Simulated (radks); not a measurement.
All-electron atom: Ga IV in [Ar] 3d10.

Calculated with a radial shooting solver on a logarithmic mesh with Libxc functionals: Dirac Kohn-Sham, BLYP, spin-unpolarised, spherical densities, finite nucleus; Fermi nuclear charge, rms radius 3.9973 fm.

Energy parts (hartree):
| part | energy |
|---|---|
| total | -1942.24895 |
| kinetic | 1980.92247 |
| electron-nucleus | -4651.36548 |
| Hartree | 803.35430 |
| exchange-correlation | -75.16024 |

Orbitals (lengths in bohr, moments of r in powers of bohr; <r^-3> diverges for s and p1/2):
orbital	occ.	eigenvalue (hartree)	<r^-3>	<r^2>
1s1/2	2	-377.1936	-	0.003178
2s1/2	2	-47.61145	-	0.05592
2p1/2	2	-42.30090	-	0.04355
2p3/2	4	-41.28340	861.4	0.04505
3s1/2	2	-6.67018	-	0.4907
3p1/2	2	-4.95354	-	0.5317
3p3/2	4	-4.81998	113.9	0.5487
3d3/2	4	-1.93868	12.16	0.7924
3d5/2	6	-1.92134	11.82	0.8033

The highest occupied level is 3d5/2 at -52.282 eV. Summed over all electrons, <r^2> = 12.61 bohr^2, which gives a Langevin (diamagnetic) susceptibility term of -9.99 x 10^-6 cm^3/mol. The density falls to 0.001 e/bohr^3 at r = 2.59 bohr.
